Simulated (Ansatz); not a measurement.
Consider the isomerisation: `C=COBC` → `B/C=C(\C)O`.

Program: Ansatz. Geometries: PBE0-D4/def2-TZVP. ΔE: electronic, gas phase. CBS: MP2 limit from def2 TZ/QZ plus the TZ coupled-cluster correction, frozen cores. DFT in def2-TZVPP. B3LYP here is the variant with VWN-RPA as its local correlation; programs differ in this. Each species was taken in one conformer, which may not be the lowest.

| level | ΔE (kJ/mol) | difference from CCSD(T)/CBS |
| --- | --- | --- |
| PBE-D4 | 99.8 | -14.2 |
| r2SCAN-D4 | 104.1 | -9.9 |
| PBE0-D4 | 102.6 | -11.4 |
| B3LYP-D4 | 110.8 | -3.2 |
| ωB97X-V | 110.3 | -3.7 |
| ωB97M-V | 111.8 | -2.2 |
| B2PLYP | 111.7 | -2.3 |
| PBE | 100.1 | -13.9 |
| r2SCAN | 104.1 | -9.9 |
| PBE0 | 102.7 | -11.3 |
| B3LYP | 111.3 | -2.7 |
| HF/def2-TZVPP | 117.7 | 3.7 |
| MP2/def2-TZVPP | 109.9 | -4.1 |
| SCS-MP2/def2-TZVPP | 113.0 | -1.0 |
| CCSD/def2-TZVPP | 116.6 | 2.6 |
| CCSD(T)/def2-TZVPP | 114.3 | 0.3 |
| HF/def2-QZVPP | 118.1 | 4.1 |
| MP2/def2-QZVPP | 109.9 | -4.1 |
| SCS-MP2/def2-QZVPP | 113.0 | -1.0 |
| HF/CBS(def2) | 118.1 | 4.1 |
| MP2/CBS(def2) | 109.6 | -4.4 |
| CCSD/CBS(def2) | 116.3 | 2.3 |
| CCSD(T)/CBS | 114.0 | 0 |

Largest T1 diagnostic among the species: 0.013.

In def2-TZVPP, CCSD(T) changes the Hartree–Fock value by −3.5 kJ/mol (the triples alone add −2.3 kJ/mol) and MP2 by −7.8 kJ/mol.
